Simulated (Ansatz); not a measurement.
# A basis-limit estimate, worked out

The pair of Li⁺ (SMILES [Li+], atom 1) and CH3Cl (SMILES CCl, atoms 2–6), both closed shells, in one local arrangement (a lower one may exist), relaxed at PBE0-D4/def2-TZVP:

```xyz
6
angstrom
Li 0.1236 0.2617 -2.7387
C -0.0138 0.0478 0.6866
Cl -0.1129 -0.9255 -0.8337
H -0.1782 -0.6639 1.4903
H -0.7984 0.7976 0.6559
H 0.9797 0.4824 0.7396
```

Both fragments are computed in the basis of the whole pair.

Ansatz 0.2.0; basis: def2-TZVPPD and def2-QZVPPD; cores frozen in the correlated methods. The outer core shell of Li, Na, Mg and K is correlated.

Energies in eV:

| quantity | pair | first fragment | second fragment |
| --- | --- | --- | --- |
| Hartree–Fock, triple zeta (X = 3) | -13780.25609 | -196.91183 | -13582.32814 |
| Hartree–Fock, quadruple zeta (X = 4) | -13780.66733 | -196.91259 | -13582.71441 |
| MP2 correlation, X = 3 | -10.98165 | -0.81703 | -10.21825 |
| MP2 correlation, X = 4 | -11.79169 | -0.81581 | -11.01557 |
| CCSD(T) correlation, X = 3 | -12.37816 | -0.93367 | -11.50084 |

Question: Work out the interaction energy at the basis limit: extrapolate Hartree–Fock as E(X) = E∞ + A exp(−7.88 √X) and the MP2 correlation as E(X) = E∞ + B X^−2.97 (the exponents that Neese and Valeev fitted for def2-TZVPP and QZVPP, reused here for the diffuse sets), then add CCSD(T) − MP2 in triple zeta.

Answer: Each step is linear, so take the differences first (pair − first fragment − second fragment): Hartree–Fock -1.01612 (X = 3) and -1.04033 (X = 4); MP2 correlation 0.05363 and 0.03969; CCSD(T) correlation 0.05635.
Two points give E∞ = E(4) + w [E(4) − E(3)], with w = 1/(exp(7.88 (2 − √3)) − 1) = 0.1377 for Hartree–Fock and w = 1/((4/3)^2.97 − 1) = 0.7407 for the correlation.
Hartree–Fock: -1.04033 + 0.1377 × (-0.02421) = -1.0437 eV.
MP2 correlation: 0.03969 + 0.7407 × (-0.01394) = 0.0294 eV.
CCSD(T) − MP2: 0.05635 − 0.05363 = 0.0027 eV.
Sum: -1.0437 + 0.0294 + 0.0027 = -1.0116 eV, or -23.33 kcal/mol. Plain CCSD(T) in triple zeta gives -0.9598 eV, so the larger basis shifts the result by -0.0518 eV.

No T1 diagnostic of these runs exceeds 0.009.

For scale, one of the runs: CCSD(T)/def2-TZVPPD, 161 basis functions, launched by `ansatz run in.yaml --threads 2 --pin off --events-out ev --progress --plain --max-ram 5222MiB`. Hardware: 2 CPU threads, shared host. Wall time 21 s; peak host memory 1.2 GiB.
